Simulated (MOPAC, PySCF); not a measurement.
Cl3FSi, SMILES `Cl[Si](F)(Cl)Cl`, neutral singlet in the gas phase. 

Cartesian coordinates (Å):
```xyz
5

F      0.0116    -0.0050     1.6407
Si     0.0005    -0.0002     0.0658
Cl     1.9030    -0.1312    -0.5827
Cl    -0.8424     1.7198    -0.5577
Cl    -1.0727    -1.5834    -0.5661
```
Charge 0, multiplicity 1.

All levels are single points at this geometry (PBE0-D3(BJ)/def2-TZVP); Pople sets use spherical d functions. Orbital energies aren't observables, and empty levels follow the basis.

```
level                           HOMO (eV)  LUMO (eV)  gap (eV)  dipole (D)  vertical IE, Delta-SCF (eV)
------------------------------  ---------  ---------  --------  ----------  ---------------------------
PBE-D3(BJ)/def2-TZVP in PySCF       -8.18      -1.29      6.89        0.51                            –
PBE0-D3(BJ)/def2-TZVP in PySCF      -9.63      -0.25      9.37        0.55                        11.72
B3LYP/6-311+G** in PySCF            -9.47      -1.08      8.39        0.61                            –
B3LYP/6-31G* in PySCF               -9.35      -0.61      8.74        0.28                        11.68
B3LYP/LANL2DZ in PySCF              -9.93      -1.67      8.26        0.66                            –
BP86/6-31G* in PySCF                -8.31      -1.48      6.83        0.21                            –
M06-2X/6-31G* in PySCF             -11.03       0.57     11.60        0.24                            –
SVWN5/6-31G* in PySCF               -8.32      -1.63      6.70        0.27                            –
HF/6-31G* in PySCF                 -13.11       3.63     16.74        0.32                        12.43
AM1 in MOPAC                       -13.01      -1.50     11.51        0.27                            –
PM3 in MOPAC                       -11.13      -1.43      9.71        1.03                            –
PM6 in MOPAC                       -11.52      -0.97     10.55        0.60                            –
PM7 in MOPAC                       -11.97      -1.86     10.11        0.62                            –
```
